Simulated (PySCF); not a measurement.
## Broadened absorption spectrum of C6H5NO

Compound: C₆H₅NO.
SMILES: `C#C/C(=C\C#N)OC`

The calculation used TDDFT wB97X-D/def2-SVPD, vertical, gas phase, core orbitals frozen in the response in PySCF 2.14.0, density-fitted response routines. The structure is a single PBE0-D3(BJ)/def2-SVP conformer in the gas phase; no vibrational or solvent corrections. Torsions of this conformer, `[CH:1]#[C:2]/[C:3](=[CH:4]\[C:5]#[N:6])[O:7][CH3:8]`: C2–C3–O7–C8 -1°.

Broadening: Gaussians 0.5 eV wide at half height, area fixed by f = 4.319×10⁻⁹ ∫ε dν̃. The width is an assumption, not a result. The curve ends short of the highest state used, and states not computed would add to its high-energy end.

(λ (nm), ε (L mol⁻¹ cm⁻¹)): (176.2, 84), (178.5, 77), (180.8, 102), (183.1, 203), (185.4, 438), (187.6, 839), (189.9, 1443), (192.2, 2148), (194.5, 2783), (196.8, 3167), (199.1, 3190), (201.4, 2869), (203.6, 2347), (205.9, 1727), (208.2, 1159), (210.5, 714), (212.8, 406), (215.1, 217), (217.3, 117), (219.6, 73), (221.9, 80), (224.2, 150), (226.5, 315), (228.8, 639), (231.1, 1208), (233.3, 2073), (235.6, 3404), (237.9, 5225), (240.2, 7523), (242.5, 10196), (244.8, 13048), (247.0, 15701), (249.3, 18115), (251.6, 19903), (253.9, 20879), (256.2, 20961), (258.5, 20188), (260.7, 18769), (263.0, 16769), (265.3, 14460), (267.6, 12058), (269.9, 9740), (272.2, 7634), (274.5, 5816), (276.7, 4371), (279.0, 3163), (281.3, 2234), (283.6, 1542), (285.9, 1042), (288.2, 689), (290.4, 456), (292.7, 291), (295.0, 182), (297.3, 112), (299.6, 68), (301.9, 41)

(1) Where are the band maxima, and which computed states make them?

(2) On this curve, what absorbance would a 10⁻⁵ mol/L sample give at 280 nm over a 1 cm path?

(3) Coming from long wavelengths, where does ε first pass 100 L mol⁻¹ cm⁻¹?

## Answers

(1) 255 nm (4.86 eV), ε about 21000, made up of S1 (100%); 198 nm (6.26 eV), ε about 3200, made up of S5 (100%) (ε in L mol⁻¹ cm⁻¹; maxima over ε = 5, shares over 10%). At its high-energy end, 7.04 eV, the curve is still rising (ε about 85, from S7 and S8). The states used: S1 4.86 eV (f 0.390); S2 5.42 eV (f 0.0000); S3 5.68 eV (f 0.0000); S4 6.23 eV (f 0.0001); S5 6.26 eV (f 0.060); S6 6.49 eV (f 0.0001); S7 7.01 eV (f 0.0008); S8 7.36 eV (f 0.0018); S9 7.42 eV (f 0.0000); S10 7.64 eV (f 0.0049).

(2) 280 nm is 4.428 eV, where ε is about 2700 L mol⁻¹ cm⁻¹, so A = ε c l ≈ 0.027 (Beer–Lambert, with the gas-phase spectrum and the assumed width).

(3) At about 298 nm (4.16 eV), 0.69 eV below S1.

All these states lie below the vertical ionisation energy of 8.96 eV (ΔSCF).

Time: 86 s of wall time. Hardware: an Arm Neoverse V1 with one thread, no GPU, shared host.
